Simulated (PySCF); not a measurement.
Isomers of C5H6F3OP, one conformer each; single-point electronic energies without zero-point terms and without any empirical dispersion term.

All values: PBE0/pcSseg-1 (PySCF, non-relativistic), each on one gas-phase PBE0-D3(BJ)/def2-SVP geometry that isn't relaxed in the solvent. The solvent is an IEF-PCM continuum (cavity from Bondi-type radii × 1.2). Only the electrostatic response of the medium enters.

```tsv
isomer	relative energy, gas (kJ/mol)	dipole (D)
`C1=C(CC[P@H]1=O)C(F)(F)F`	0.0	3.38
`C=C[C@@H]1C[P@]1(=O)C(F)(F)F`	170.0	3.85
```

**Question.** How do the relative energies look in water (ε = 78.36)?

**Answer.** 
```
                        isomer  relative energy, solvent (kJ/mol)  E(solvent) − E(gas) (kJ/mol)  dipole in solvent (D)
    `C1=C(CC[P@H]1=O)C(F)(F)F`                                0.0                         -43.6                   4.51
`C=C[C@@H]1C[P@]1(=O)C(F)(F)F`                              178.9                         -34.7                   4.99
```

The order is unchanged. Conformers: `[O:1]=[P@H:2]1[CH:3]=[C:4]([C:5]([F:6])([F:7])[F:8])[CH2:9][CH2:10]1` with O1–P2–C3–C4 134°, C3–C4–C9–C10 -13°, C4–C9–C10–P2 18°, O1–P2–C10–C9 -142°; `[CH2:1]=[CH:2][C@@H:3]1[CH2:4][P@:5]1(=[O:6])[C:7]([F:8])([F:9])[F:10]` with C1–C2–C3–C4 -147°. `C1=C(CC[P@H]1=O)C(F)(F)F` gains most from the continuum, while `C=C[C@@H]1C[P@]1(=O)C(F)(F)F` has the largest gas-phase dipole. The gains span 8.9 kJ/mol, the gas-phase energies 170.0 kJ/mol.
